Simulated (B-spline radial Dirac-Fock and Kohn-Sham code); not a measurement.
Core-level shifts of nickel with charge state

The computed values come from a radial B-spline solver: Dirac-Fock energy differences between relaxed states, corrected for Breit and QED terms. Each ion is free and in its tabulated ground configuration. Correlation energy is missing from these numbers.

Reference: Ni⁸⁺, [Ar] 3d2, with 1s 8548.6 eV, 2s 1234.0 eV, 2p1/2 1092.9 eV, 3s 306.0 eV. Shifts from it, in eV (a dash: the subshell is empty, belongs to an open shell averaged over j, or its hole state is left out as unreliable):

```csv
ion,configuration,1s,2s,2p1/2,3s
Ni⁹⁺,[Ar] 3d1,+39.6,+40.1,+40.1,+31.4
Ni¹⁰⁺,[Ne] 3s2 3p6,+81.7,+82.5,+82.6,+64.2
Ni¹¹⁺,[Ne] 3s2 3p5,+129.0,+125.0,+125.5,+95.0
Ni¹²⁺,[Ne] 3s2 3p4,?,?,?,?
```

**Question.** Give the missing shifts for Ni¹²⁺.

**Answer.** 1s +178.2, 2s +169.0, 2p1/2 +170.1, 3s +126.6 (eV).
